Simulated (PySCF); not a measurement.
TbF: frontier orbitals

r²SCAN0 at R = 1.949 Å; Tb x2c-SVPall, F x2c-SVPall; spin-free X2C with a Gaussian nucleus (PySCF 2.14). State: septet, about 8.1 electrons in the 4f shell (Mulliken), real f orbitals that mix terms. Only the outer orbitals are listed, counted within each symmetry.

```json
{"spin": "α", "orbital": "15σ", "occ.": "1", "ε (eV)": "-11.87", "on Tb (%)": "17", "main shells (%)": "82 F p, 9 Tb d"}
{"spin": "α", "orbital": "8π", "occ.": "1", "ε (eV)": "-11.70", "on Tb (%)": "10", "main shells (%)": "90 F p"}
{"spin": "α", "orbital": "8π", "occ.": "1", "ε (eV)": "-11.70", "on Tb (%)": "10", "main shells (%)": "90 F p"}
{"spin": "α", "orbital": "16σ", "occ.": "1", "ε (eV)": "-5.00", "on Tb (%)": "100", "main shells (%)": "85 Tb s, 12 Tb d"}
{"spin": "α", "orbital": "4δ", "occ.": "0", "ε (eV)": "-2.03", "on Tb (%)": "100", "main shells (%)": "100 Tb d"}
{"spin": "α", "orbital": "4δ", "occ.": "0", "ε (eV)": "-1.89", "on Tb (%)": "100", "main shells (%)": "100 Tb d"}
{"spin": "α", "orbital": "9π", "occ.": "0", "ε (eV)": "-1.23", "on Tb (%)": "98", "main shells (%)": "58 Tb d, 41 Tb p"}
{"spin": "β", "orbital": "14σ", "occ.": "1", "ε (eV)": "-11.97", "on Tb (%)": "13", "main shells (%)": "86 F p"}
{"spin": "β", "orbital": "7π", "occ.": "1", "ε (eV)": "-11.78", "on Tb (%)": "8", "main shells (%)": "92 F p"}
{"spin": "β", "orbital": "7π", "occ.": "1", "ε (eV)": "-11.78", "on Tb (%)": "8", "main shells (%)": "92 F p"}
{"spin": "β", "orbital": "3δ", "occ.": "1", "ε (eV)": "-9.68", "on Tb (%)": "100", "main shells (%)": "100 Tb f"}
{"spin": "β", "orbital": "15σ", "occ.": "1", "ε (eV)": "-4.65", "on Tb (%)": "100", "main shells (%)": "87 Tb s"}
{"spin": "β", "orbital": "16σ", "occ.": "0", "ε (eV)": "-1.80", "on Tb (%)": "100", "main shells (%)": "89 Tb f, 9 Tb d"}
{"spin": "β", "orbital": "1φ", "occ.": "0", "ε (eV)": "-1.78", "on Tb (%)": "100", "main shells (%)": "99 Tb f"}
{"spin": "β", "orbital": "1φ", "occ.": "0", "ε (eV)": "-1.78", "on Tb (%)": "100", "main shells (%)": "99 Tb f"}
```

Q: Which are the highest filled and the lowest empty level, where do they sit, and how wide is the gap?

A: Highest filled β 15σ at -4.65 eV (in %: 87 Tb s); lowest empty α 4δ at -2.03 eV (in %: 100 Tb d); the gap at r²SCAN0 is 2.62 eV.

```json
{
 "bond order (Mayer)": "1.11",
 "⟨S²⟩": "12.036",
 "charge on Tb (Mulliken, basis-dependent)": "0.37",
 "charge on Tb (Löwdin, basis-dependent)": "0.14",
 "dipole moment (positive dipole means Tb(−)F(+))": "-1.91 D"
}
```

Spin–orbit coupling is left out. With d or f electrons several states lie close, and the lowest PBE0 determinant need not be the measured ground state.
